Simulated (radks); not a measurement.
Results of a calculation; reference values are marked as such.
Q: The titanium ion Ti14+, 8 electrons, occupied as [He] 2s2 2p4. Code: a radial shooting solver on a logarithmic mesh with Libxc functionals. Model: non-relativistic Kohn-Sham, r2SCAN, spin-polarised, spherical densities, point nucleus; open shells are filled with parallel spins first; meta-GGA in the generalised Kohn-Sham scheme. Some entries of the table are withheld. Estimate them.

orbital,occ.,eigenvalue (eV),<1/r> (bohr^-1)
1s up,1,-5398.442,21.55
1s down,1,-5388.388,21.58
2s up,1,-996.7020,(1)
2s down,1,-980.6773,(2)
2p up,3,-921.4734,4.689
2p down,1,-900.9987,4.651
3s up,0,-368.8320,1.873
3s down,0,-362.7162,1.850
3p up,0,-346.1770,1.833
3p down,0,-339.4793,1.811

A: 
(1) 2s up <1/r> (bohr^-1): 4.762
(2) 2s down <1/r> (bohr^-1): 4.714
